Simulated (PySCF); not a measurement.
Species: CH5BO3, net charge 0, singlet state. 
Structure (B3LYP-D3(BJ)/def2-TZVP (Ansatz) minimum search):
```
O
B 1 1.3631
O 2 1.3697 1 120.59
H 3 0.9619 2 112.38 1 180.00
O 2 1.3725 1 119.71 3 180.00
H 5 0.9621 2 112.39 1 0.00
C 1 1.4244 2 120.74 3 0.00
H 7 1.0886 1 107.35 2 180.00
H 7 1.0915 8 109.39 1 -120.52
H 7 1.0915 8 109.39 9 -118.96
```

Dispersion corrections to the total energy (kcal/mol) from the dftd3 and dftd4 libraries through PySCF: D3(BJ) without and D4 with the three-body term, each with the damping fitted for the functional named.

```json
[
 {"functional": "BLYP", "D3(BJ)": "-6.99", "D4": "-7.81"},
 {"functional": "B2PLYP", "D3(BJ)": "-2.54", "D4": "-2.40"},
 {"functional": "TPSSh", "D3(BJ)": "…", "D4": "-4.23"},
 {"functional": "HSE06", "D3(BJ)": "-2.05", "D4": "-2.63"},
 {"functional": "r2SCAN", "D3(BJ)": "-0.94", "D4": "-0.87"},
 {"functional": "TPSS", "D3(BJ)": "-4.17", "D4": "…"},
 {"functional": "PBE0", "D3(BJ)": "-2.84", "D4": "…"}
]
```

What belongs in the gaps?


- TPSSh, D3(BJ): -3.79
- TPSS, D4: -4.67
- PBE0, D4: -2.86
